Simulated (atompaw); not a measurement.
Reading a pseudo-wave (magnesium)

Columns: radius, all-electron u(r) and pseudo u(r) of the 3s shell (level -4.94 eV) of magnesium in the configuration [Ne] 3s1.75 3p0.25; PBEsol, scalar-relativistic, PAW (atompaw) scheme, atompaw 4.2.0.5.

```tsv
r (bohr)	all-electron	pseudo
0.115	0.0898	0.0497
0.231	-0.0830	0.0994
0.346	-0.2056	0.1478
0.462	-0.2441	0.1955
0.577	-0.2189	0.2411
0.692	-0.1557	0.2849
0.808	-0.0727	0.3269
0.923	0.0164	0.3660
1.038	0.1046	0.4024
1.154	0.1883	0.4362
1.269	0.2638	0.4667
1.385	0.3312	0.4944
1.500	0.3892	0.5186
1.615	0.4387	0.5397
1.731	0.4807	0.5579
1.846	0.5151	0.5728
1.962	0.5431	0.5847
2.077	0.5648	0.5937
2.192	0.5808	0.6000
2.308	0.5917	0.6036
2.423	0.5978	0.6046
2.538	0.5998	0.6033
2.654	0.5982	0.5997
2.769	0.5935	0.5939
2.885	0.5859	0.5859
3.000	0.5760	0.5760
```

Q: How many radial nodes do the two functions have?

A: The all-electron 3s function has n − l − 1 = 2; the pseudo-wave has 0, since the states of the same l below it are removed with the core.

Q: Is the pseudo-wave norm-conserving?

A: No, it belongs to a PAW set: the norm inside the radius is not constrained, and the difference is carried by the augmentation charge.
